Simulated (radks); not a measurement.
Ionisation of the xenon ion Xe2+, [Kr] 4d10 5s2 5p4, to [Kr] 4d10 5s2 5p3 as the strength of local exchange is varied. Method: Dirac Kohn-Sham, Slater X-alpha exchange (alpha = 2/3 is LDA exchange), no correlation, spin-unpolarised, spherical densities, finite nucleus; open shells fill j = l - 1/2 first; Fermi nuclear charge, rms radius 4.7859 fm; computed with a radial shooting solver on a logarithmic mesh with Libxc functionals.

| alpha | E(Xe2+) (hartree) | exchange (hartree) | IE (eV) | -e of the level emptied (eV) | <r> of it (bohr) |
|---|---|---|---|---|---|
| 0.601 | -7420.46691 | -157.73135 | 29.010 | 24.001 (5p3/2) | 2.155 |
| 0.667 | -7437.80735 | -175.43405 | 29.933 | 24.883 (5p3/2) | 2.131 |
| 0.843 | -7484.23283 | -223.00931 | 32.462 | 27.310 (5p3/2) | 2.068 |
| 0.858 | -7488.20194 | -227.08877 | 32.682 | 27.522 (5p3/2) | 2.063 |
| x | -7434.38882 | -171.94120 | 29.750 | 24.708 (5p3/2) | 2.135 |

Which alpha was used in the last row?

Answer. alpha = 0.654. NIST Atomic Spectra Database: 31.05 eV (semi-empirical). The Delta-SCF value meets it near alpha = 0.74. Spin polarisation and multiplet splitting are left out, so open shells lie too high by an amount that depends on their filling.

Beside tabulated values, note that spin-unpolarised runs miss the spin-polarisation part of the exchange energy of open shells.
